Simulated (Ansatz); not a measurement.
`[F][SnH2][CH2]Cl` + `C=C(C)O` → `C/C(O)=C/CCl` + `[F][SnH3]`  (formal exchange of groups at a C–Sn bond)

Program: Ansatz. Geometries: PBE0-D4/def2-TZVP. ΔE: electronic, gas phase. CCSD(T)/CBS is the MP2 limit (def2-TZVPP, def2-QZVPP) plus CCSD(T) − MP2 in def2-TZVPP, frozen cores. Functionals use def2-TZVPP. def2 core potentials past Kr. For Sn outer-core shells are correlated without core-valence functions, which leaves a few kJ/mol of doubt a bond. One conformer a species, not always the lowest.

| species | B2PLYP energy (Eh) |
| --- | --- |
| `[F][SnH2][CH2]Cl` | -814.51061 |
| `C=C(C)O` | -193.05352 |
| `C/C(O)=C/CCl` | -691.82983 |
| `[F][SnH3]` | -315.72971 |

Work out ΔE.

ΔE = (-691.82983) + (-315.72971) − (-814.51061) − (-193.05352) = 0.00459 Eh = +12.1 kJ/mol. CCSD(T)/CBS gives +16.8 kJ/mol.

Largest T1 diagnostic among the species: 0.014.

In def2-TZVPP, CCSD(T) changes the Hartree–Fock value by +3.5 kJ/mol (the triples alone add −0.1 kJ/mol) and MP2 by +5.8 kJ/mol.
